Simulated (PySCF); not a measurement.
## Spinor energies of Te²⁺ (tellurium, charge +2)

Start: [Kr] 4d10 5s1 5p3; 5s1/2 filled at m_j = +1/2; 5p3/2 filled at m_j = -1/2, +1/2, +3/2. Calculated with PySCF 2.14 in x2c-SVPall-2c with one added diffuse shell each of s, p type (7s9p4d, 54 functions): generalised Hartree-Fock with the X2C-1e Hamiltonian and a Gaussian nucleus; one run each with spin-orbit coupling (SO) switched off, then screened by Boettger's factors. This is a chosen level, not necessarily the ground level.

| spinor shell | electrons | ε, spin-free (eV) | ε, screened SO (eV) | weight of nominal j (screened SO) | rms radius, screened SO (bohr) |
| --- | --- | --- | --- | --- | --- |
| 1s1/2 | 2 | -31990.4 | -31987.2 | 1.000 | 0.0319 |
| 2s1/2 | 2 | -5021.1 | -5020.2 | 1.000 | 0.130 |
| 2p1/2 | 2 | -4504.0 | -4695.0 | 1.000 | 0.112 |
| 2p3/2 | 4 | -4504.0 | -4417.4 | 1.000 | 0.117 |
| 3s1/2 | 2 | -1058.6 | -1058.3 | 1.000 | 0.343 |
| 3p1/2 | 2 | -886.23 | -922.81 | 1.000 | 0.335 |
| 3p3/2 | 4 | -886.23 | -869.44 | 1.000 | 0.347 |
| 3d3/2 | 4 | -625.84 | -632.14 | 1.000 | 0.320 |
| 3d5/2 | 6 | -625.84 | -621.32 | 1.000 | 0.323 |
| 4s1/2 | 2 | -214.48 | -214.39 | 1.000 | 0.816 |
| 4p1/2 | 2 | -158.63 | -165.56 | 0.998 | 0.860 |
| 4p3/2 | 4 | -158.63 | -155.38 | 0.999 | 0.884 |
| 4d3/2 | 4 | -74.059 | -75.013 | 0.922 | 1.05 |
| 4d5/2 | 6 | -74.059 | -73.320 | 0.948 | 1.05 |
| 5s1/2 | 1 | -42.902 | -42.844 | 1.000 | 2.12 |
| 5p3/2 | 3 | -28.956 | -28.974 | 0.615 | 2.47 |

```tsv
quantity	spin-free	screened SO
E (hartree)	-6788.09913	-6789.94800
M_J	2	2
⟨J²⟩	6.003	6.003
⟨L²⟩	0.000	0.047
⟨S²⟩	6.003	5.961
```

Each row is a mean over spinors that exchange with the open shell spreads, by up to 1.328 eV (4s1/2).

Rows whose weight is well below 1 are mixtures of j = l ± 1/2: exchange outweighs spin-orbit coupling there, and the label is only the starting occupation.

Breit and QED terms are absent; they matter most for the inner s and p1/2 levels.

Densities and radii are taken from the X2C orbitals without a picture-change correction, which distorts them close to the nucleus.

Without spin-orbit coupling the j labels of p, d and f shells carry no meaning; the spin-free column gives the mean over the occupied spinors of each nl shell.
